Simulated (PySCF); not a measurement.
**Basis and Hamiltonian dependence of the ionisation energy of V⁺**

V⁺ [Ar] 3d4 (5D) → V²⁺ [Ar] 3d3 (4F). All values are computed (PySCF 2.14, energy differences of UHF-based or UKS calculations, no spin-orbit coupling). Values in eV.

```json
{"basis": "def2-SVP", "Hamiltonian": "non-relativistic", "functions": "31", "UHF": "13.074", "r2SCAN": "n/a", "PBE0": "n/a", "MP2 (valence)": "13.633", "CCSD(T) (valence)": "n/a", "CCSD(T) (valence and next inner shell)": "n/a"}
{"basis": "x2c-SVPall", "Hamiltonian": "spin-free X2C", "functions": "36", "UHF": "13.134", "r2SCAN": "n/a", "PBE0": "n/a", "MP2 (valence)": "13.744", "CCSD(T) (valence)": "n/a", "CCSD(T) (valence and next inner shell)": "n/a"}
{"basis": "Sapporo-DKH3-DZP-2012", "Hamiltonian": "spin-free X2C", "functions": "43", "UHF": "13.207", "r2SCAN": "n/a", "PBE0": "14.984", "MP2 (valence)": "13.875", "CCSD(T) (valence)": "n/a", "CCSD(T) (valence and next inner shell)": "n/a"}
{"basis": "cc-pVDZ-DK", "Hamiltonian": "spin-free X2C", "functions": "43", "UHF": "13.208", "r2SCAN": "n/a", "PBE0": "n/a", "MP2 (valence)": "13.896", "CCSD(T) (valence)": "n/a", "CCSD(T) (valence and next inner shell)": "n/a"}
{"basis": "aug-cc-pVDZ-DK", "Hamiltonian": "spin-free X2C", "functions": "59", "UHF": "13.204", "r2SCAN": "14.815", "PBE0": "14.982", "MP2 (valence)": "13.894", "CCSD(T) (valence)": "14.004", "CCSD(T) (valence and next inner shell)": "n/a"}
{"basis": "aug-cc-pVDZ", "Hamiltonian": "non-relativistic", "functions": "59", "UHF": "13.313", "r2SCAN": "n/a", "PBE0": "n/a", "MP2 (valence)": "13.998", "CCSD(T) (valence)": "14.107", "CCSD(T) (valence and next inner shell)": "n/a"}
{"basis": "def2-TZVPPD", "Hamiltonian": "non-relativistic", "functions": "67", "UHF": "13.283", "r2SCAN": "n/a", "PBE0": "15.081", "MP2 (valence)": "14.024", "CCSD(T) (valence)": "14.126", "CCSD(T) (valence and next inner shell)": "14.585"}
{"basis": "cc-pVTZ", "Hamiltonian": "non-relativistic", "functions": "68", "UHF": "13.279", "r2SCAN": "n/a", "PBE0": "n/a", "MP2 (valence)": "14.026", "CCSD(T) (valence)": "n/a", "CCSD(T) (valence and next inner shell)": "n/a"}
{"basis": "cc-pVTZ-DK", "Hamiltonian": "spin-free X2C", "functions": "68", "UHF": "13.172", "r2SCAN": "n/a", "PBE0": "n/a", "MP2 (valence)": "13.922", "CCSD(T) (valence)": "n/a", "CCSD(T) (valence and next inner shell)": "n/a"}
{"basis": "dyall-av2z", "Hamiltonian": "non-relativistic", "functions": "101", "UHF": "13.280", "r2SCAN": "n/a", "PBE0": "15.079", "MP2 (valence)": "13.981", "CCSD(T) (valence)": "14.084", "CCSD(T) (valence and next inner shell)": "n/a"}
{"basis": "x2c-QZVPPall with one added diffuse shell each of s, p, d, f, g type", "Hamiltonian": "spin-free X2C", "functions": "121", "UHF": "13.158", "r2SCAN": "n/a", "PBE0": "14.987", "MP2 (valence)": "13.937", "CCSD(T) (valence)": "n/a", "CCSD(T) (valence and next inner shell)": "n/a"}
{"basis": "aug-cc-pwCVTZ-DK", "Hamiltonian": "spin-free X2C", "functions": "127", "UHF": "13.163", "r2SCAN": "14.819", "PBE0": "14.984", "MP2 (valence)": "13.952", "CCSD(T) (valence)": "n/a", "CCSD(T) (valence and next inner shell)": "n/a"}
{"basis": "aug-cc-pVQZ-DK", "Hamiltonian": "spin-free X2C", "functions": "140", "UHF": "13.161", "r2SCAN": "n/a", "PBE0": "14.981", "MP2 (valence)": "13.952", "CCSD(T) (valence)": "n/a", "CCSD(T) (valence and next inner shell)": "n/a"}
{"basis": "aug-cc-pwCVQZ", "Hamiltonian": "non-relativistic", "functions": "185", "UHF": "13.266", "r2SCAN": "n/a", "PBE0": "n/a", "MP2 (valence)": "n/a", "CCSD(T) (valence)": "n/a", "CCSD(T) (valence and next inner shell)": "n/a"}
```

Frozen in the all-electron rows: valence: [Ar]; valence and next inner shell: [Ne].

Non-relativistic rows lack the scalar-relativistic shift.

Between the lowest levels the reference is 14.634 ± 0.007 eV (measured; NIST Atomic Spectra Database, ionization energies); it includes spin-orbit coupling, which these numbers lack.
